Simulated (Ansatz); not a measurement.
`CN(C)c1ccc(-c2ccc(-c3ccc(C#N)nc3)nc2)nc1` with charge +1. Charge 1, multiplicity 2. Geometry r2SCAN-D4/def2-SVP, that of the neutral singlet; atoms count from 1.

```tsv
atom	x (Å)	y (Å)	z (Å)
C1	-0.595	2.005	6.073
N2	-1.036	2.484	4.781
C3	-1.814	3.702	4.681
C4	-0.725	1.776	3.651
C5	0.023	0.574	3.689
C6	0.306	-0.097	2.508
C7	-0.148	0.412	1.276
C8	0.119	-0.249	-0.013
C9	0.750	-1.500	-0.136
C10	0.969	-2.048	-1.396
C11	0.554	-1.339	-2.538
C12	0.752	-1.846	-3.913
C13	0.225	-1.136	-5.007
C14	0.414	-1.620	-6.295
C15	1.136	-2.817	-6.458
C16	1.349	-3.351	-7.778
N17	1.506	-3.759	-8.857
N18	1.654	-3.508	-5.430
C19	1.464	-3.029	-4.206
N20	-0.059	-0.145	-2.427
C21	-0.266	0.372	-1.224
N22	-0.855	1.557	1.240
C23	-1.132	2.207	2.356
H24	-0.929	2.702	6.851
H25	0.507	1.935	6.131
H26	-1.009	1.007	6.307
H27	-2.806	3.522	4.229
H28	-1.969	4.114	5.686
H29	-1.302	4.471	4.073
H30	0.385	0.168	4.635
H31	0.891	-1.019	2.555
H32	1.067	-2.061	0.747
H33	1.450	-3.025	-1.478
H34	-0.324	-0.212	-4.811
H35	0.017	-1.094	-7.167
H36	1.912	-3.624	-3.401
H37	-0.769	1.344	-1.174
H38	-1.713	3.129	2.239
```

Single mean-field runs in def2-TZVP are fitted with def2-universal-jkfit.

Estimate the Mulliken populations of the heavy atoms from the PBE0/def2-TZVP orbitals of Ansatz.


```json
{"atom": "C1", "charge (e)": "-0.36", "spin (α − β)": "-0.03"}
{"atom": "N2", "charge (e)": "0.08", "spin (α − β)": "0.33"}
{"atom": "C3", "charge (e)": "-0.37", "spin (α − β)": "-0.03"}
{"atom": "C4", "charge (e)": "0.21", "spin (α − β)": "0.02"}
{"atom": "C5", "charge (e)": "-0.20", "spin (α − β)": "0.06"}
{"atom": "C6", "charge (e)": "-0.20", "spin (α − β)": "-0.01"}
{"atom": "C7", "charge (e)": "0.27", "spin (α − β)": "0.16"}
{"atom": "C8", "charge (e)": "0.12", "spin (α − β)": "0.03"}
{"atom": "C9", "charge (e)": "-0.15", "spin (α − β)": "0.03"}
{"atom": "C10", "charge (e)": "-0.20", "spin (α − β)": "-0.01"}
{"atom": "C11", "charge (e)": "0.33", "spin (α − β)": "0.11"}
{"atom": "C12", "charge (e)": "0.03", "spin (α − β)": "-0.01"}
{"atom": "C13", "charge (e)": "-0.15", "spin (α − β)": "0.04"}
{"atom": "C14", "charge (e)": "-0.15", "spin (α − β)": "-0.03"}
{"atom": "C15", "charge (e)": "0.35", "spin (α − β)": "0.06"}
{"atom": "C16", "charge (e)": "-0.28", "spin (α − β)": "-0.02"}
{"atom": "N17", "charge (e)": "0.04", "spin (α − β)": "0.04"}
{"atom": "N18", "charge (e)": "-0.18", "spin (α − β)": "-0.03"}
{"atom": "C19", "charge (e)": "-0.06", "spin (α − β)": "0.05"}
{"atom": "N20", "charge (e)": "-0.20", "spin (α − β)": "-0.03"}
{"atom": "C21", "charge (e)": "-0.10", "spin (α − β)": "0.09"}
{"atom": "N22", "charge (e)": "-0.19", "spin (α − β)": "-0.04"}
{"atom": "C23", "charge (e)": "-0.13", "spin (α − β)": "0.15"}
```
Mulliken values depend strongly on the basis.

Where does the spin sit?

Summed by element: C 0.66, N 0.27, H 0.07, of 1 unpaired in all. Largest on single atoms: N2 0.33, C7 0.16, C23 0.15.

And the Mayer bond orders between heavy atoms (over 0.3)?

C1–N2 0.94 (1.45 Å); N2–C3 0.93 (1.45 Å); N2–C4 1.34 (1.37 Å); C4–C5 1.22 (1.42 Å); C4–C23 1.17 (1.42 Å); C5–C6 1.60 (1.39 Å); C6–C7 1.31 (1.41 Å); C7–C8 1.08 (1.47 Å); C7–N22 1.27 (1.35 Å); C8–C9 1.26 (1.41 Å); C8–C21 1.26 (1.41 Å); C9–C10 1.53 (1.39 Å); C10–C11 1.29 (1.41 Å); C11–C12 1.01 (1.48 Å); C11–N20 1.30 (1.35 Å); C12–C13 1.35 (1.41 Å); C12–C19 1.30 (1.41 Å); C13–C14 1.45 (1.39 Å); C14–C15 1.33 (1.41 Å); C15–C16 0.99 (1.44 Å); C15–N18 1.34 (1.34 Å); C16–N17 3.01 (1.16 Å); N18–C19 1.59 (1.33 Å); N20–C21 1.61 (1.33 Å); N22–C23 1.67 (1.32 Å).
